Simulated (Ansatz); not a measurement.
The same path of BH$_{5}$O$_{2}$Si (9 atoms, charge 0, multiplicity 1) was run twice with different band settings. The coordinate that changes most is the dihedral O3–B2–Si4–H7.

Level of theory: RKS B3LYP/def2-SVP (Ansatz 0.2.0).

Relaxed end points:

```xyz
9
Properties=species:S:1:pos:R:3
O -0.047 0.981 -1.424
B 0.324 0.434 -0.230
O 1.398 0.855 0.500
Si -0.785 -1.100 0.530
H 0.509 1.710 -1.739
H 1.905 1.587 0.119
H -1.907 -1.480 -0.379
H 0.063 -2.312 0.753
H -1.372 -0.721 1.854
```

```xyz
9
Properties=species:S:1:pos:R:3
O -0.280 1.650 -0.420
B 0.321 0.441 -0.222
O 1.632 0.186 -0.506
Si -0.789 -1.090 0.544
H 0.289 2.344 -0.785
H 2.136 0.930 -0.867
H -0.808 -2.255 -0.396
H -0.208 -1.574 1.835
H -2.203 -0.679 0.799
```

Common settings: spring 5.0 eV/Å²; optimiser quadratic models (default); start path through a guess of the saddle point; force threshold 0.03 eV/Å; end points relaxed.

| run | movable images | climbing image | iteration limit |
| --- | --- | --- | --- |
| 1 | 9 | yes | 44 |
| 2 | 8 | no | 60 |

Task: What does each run give, and how far can it be trusted?

Result: Run 1: converged after 17 iterations, highest image 0.306 eV above the first end. A vibrational analysis at the climbing image gives 2 clearly imaginary modes (581i, 57i cm⁻¹): a point of higher order, so a lower path passes nearby.
Run 2: converged after 12 iterations, highest image 0.000 eV above the first end. The top lies less than 8 meV above the higher end, about what the thresholds resolve: that end is a shoulder or a very shallow well. No image climbed, so the highest image needn't sit at the top of the path. A band with more images between the same ends climbed to 0.31 eV, so this one has probably stepped over the top.
